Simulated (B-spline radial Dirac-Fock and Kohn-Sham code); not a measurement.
# Run log: O²⁺

ΔSCF core binding energies without Breit or QED terms, calculated with a radial B-spline solver. Keys: rel is the Hamiltonian (dirac, or spin-free x2c and nr, where L3 and M5 stand for the whole 2p and 3d shells), method is hf or an exchange,correlation pair (spin-unpolarised, also for the hole states), nuc the nuclear model, radius_factor scales its radius, rmax is the box in bohr, h the logarithmic mesh step, order the B-spline order, points the quadrature points per cell, c_factor scales the speed of light, and damp, ndamp, maxit and tol steer the iteration. The run stops when the commutator error falls below 10·tol·max(1, Z/10), or the numerical noise floor, and the energy has settled to about 1e-8 Ha; the virial ratio is −V/T.

Input (task.json):

```json
{"items": [{"Z": 8, "q": 2, "cfg": [[1, 0, 2], [2, 0, 2], [2, 1, 2]], "A": 16, "rrms": 2.6991, "do": "settings", "holes": ["K", "L3", "M5"],
  "settings": [{"rel": "dirac", "method": "hf", "nuc": "fermi", "radius_factor": 1.0, "rmax": 45.0, "h": 0.3, "order": 7, "points": 10, "c_factor": 1.0, "maxit": 60, "damp": 0.5, "ndamp": 3, "tol": 1e-08}]}]}
```

Command: `python xray2_run.py task.json out`

Ground-state iterations:

```
iter   energy (Ha)        error
   1      -71.70134409  3.33e-01
   2      -73.06947259  4.67e-02
   3      -73.09812797  1.90e-02
   4      -73.10363955  7.64e-03
   5      -73.10497353  1.66e-03
   6      -73.10500173  2.54e-04
   7      -73.10500237  1.52e-05
   8      -73.10500237  6.53e-07
   9      -73.10500237  3.05e-08
```

The ground state converged in 9 iterations, with total energy -73.10500 Ha, virial ratio 1.99845 and highest orbital energy -54.25 eV. ΔSCF binding energies: K (1s) 595.9 eV. Holes are computed only in closed shells, and unreliable hole states are left out.
